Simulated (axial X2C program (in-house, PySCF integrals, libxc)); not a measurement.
## HI⁺: cheaper levels and CCSD(T), with spin–orbit coupling

Computed with an axial X2C code built on PySCF integrals. Two-component (2c) means X2C with spin–orbit coupling and atomic mean-field two-electron Coulomb and Gaunt terms. Basis: I dyall-cv3z [11s12p8d4f1g], H dyall-v3z [6s2p1d] (cores contracted in-house); Gaussian nuclei, density fitting, unrestricted open shells. Masses: I 126.904 u, H 1.008 u.

State: Ω = 3/2 (⟨Sz⟩ = 0.50, ⟨Lz⟩ = 1.00 at HF); fragments I+ + H.

```json
{"level": "PBE0", "Re (Å)": "1.638", "ωe (cm⁻¹)": "2202.3", "De (eV)": "3.23"}
{"level": "HF", "Re (Å)": "1.620", "ωe (cm⁻¹)": "2330.5", "De (eV)": "n/a"}
{"level": "MP2", "Re (Å)": "1.627", "ωe (cm⁻¹)": "2273.6", "De (eV)": "2.98"}
{"level": "CCSD", "Re (Å)": "1.634", "ωe (cm⁻¹)": "2216.1", "De (eV)": "3.08"}
{"level": "PBEsol", "Re (Å)": "1.654", "ωe (cm⁻¹)": "2114.1", "De (eV)": "3.52"}
```

Correlated methods: 7 electrons correlated (number of frozen shells: I 4 s, 3 p, 2 d; H none), 179 virtual spin orbitals or spinors in MP2, 78 natural virtuals in coupled cluster.

CCSD(T), same Hamiltonian and basis:

Re = 1.637 Å, ωe = 2198.8 cm⁻¹, De = 3.12 eV; T1 = 0.007 (Lee–Taylor normalisation).

(1) Give the differences from CCSD(T) in the columns below.

The state is a single determinant with fixed occupations, the lowest that a limited PBE0 search found. Dissociation energies refer to the lowest single-determinant-based atoms at the same level and basis. De is not given where an atomic determinant may have missed its ground term or J level, or where the truncated virtual space spoils (T). Density functionals use the spin component along the axis (collinear). Coupled cluster ran in a truncated set of natural virtual spinors; the MP2 energy of the rest was added. (T) has no such correction and the atoms are truncated less, which lowers De at CCSD(T) by a hundredth of an eV or more. The functionals have no current-density term, which raises determinants with orbital currents, atoms included.

Results:

(1) 

```
 level  ΔRe (Å)  Δωe (cm⁻¹)  ΔDe (eV)
  PBE0    0.001           4      0.11
    HF   -0.017         132       n/a
   MP2   -0.010          75     -0.14
  CCSD   -0.003          17     -0.04
PBEsol    0.017         -85      0.40
```
